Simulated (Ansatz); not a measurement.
A nudged elastic band was laid between two geometries of AsH$_{6}$N$_{2}$ (9 atoms, charge 1, multiplicity 1).

These are results of RKS PBE0/def2-SVP in Ansatz, not measurements.

| Item | Value |
| --- | --- |
| movable images | 7 |
| climbing image | yes |
| spring | 5.0 eV/Å² |
| optimiser | quadratic models (default) |
| start path | IDPP |
| force threshold | 0.05 eV/Å |
| iteration limit | 22 |
| end points | relaxed |

Initial state:

```xyz
9
Properties=species:S:1:pos:R:3
N -0.869 0.753 -1.161
As -0.688 0.763 0.596
N 0.569 -0.948 0.812
H -1.749 0.459 -1.574
H -0.202 1.143 -1.820
H 0.591 1.590 0.605
H 1.171 -1.072 -0.008
H 0.003 -1.797 0.909
H 1.173 -0.891 1.640
```

Final state:

```xyz
9
Properties=species:S:1:pos:R:3
N -1.257 0.484 -0.929
As -0.341 1.030 0.479
N 0.830 -0.722 0.823
H -2.239 0.245 -0.828
H -0.924 0.505 -1.888
H 0.847 1.556 -0.316
H 1.729 -0.508 1.268
H 1.023 -1.222 -0.051
H 0.332 -1.368 1.443
```

(1) Which bonds break or form, and what moves?

(2) Give the energies along the band, and the barrier.

(3) What is the geometry of the highest image?

Answers

(1) No bond is made or broken. The dihedral N1–As2–N3–H7 goes from 31 to 152°. The two ends are copies of one structure, up to a mirror image or an exchange of like atoms.

(2) The run converged. The highest image is number 4 of 0 to 8, 1.5 kJ/mol above the ends, which have the same energy within 2 meV. A vibrational analysis at the climbing image gives one clearly imaginary mode, 96i cm⁻¹: a first-order saddle point. Limits of this set-up: the dipole of an ion depends on the origin.

```
image  path coordinate (Å)  energy (kJ/mol)  dihedral N1–As2–N3–H7 (°)
    0                 0.00              0.0                         31
    1                 0.38              0.2                         45
    2                 0.76              0.7                         60
    3                 1.13              1.2                         75
    4                 1.51              1.5                         90
    5                 1.90              1.2                        105
    6                 2.28              0.7                        121
    7                 2.67              0.2                        136
    8                 3.05              0.0                        152
```

(3) 
```xyz
9
Properties=species:S:1:pos:R:3:forces:R:3
N -1.162 0.594 -0.967 -0.02 0.00 -0.02
As -0.407 0.957 0.588 0.04 -0.02 0.03
N 0.768 -0.826 0.790 -0.01 0.02 -0.01
H -2.147 0.348 -0.998 0.00 0.00 -0.01
H -0.737 0.754 -1.876 -0.01 0.00 0.00
H 0.830 1.624 0.002 0.00 0.00 0.00
H 1.708 -0.763 0.385 0.00 0.01 0.00
H 0.276 -1.584 0.305 0.00 -0.01 0.00
H 0.871 -1.104 1.771 -0.01 0.01 0.01
```

Time of the run: 7.3 min on 1 CPU thread of a shared host.
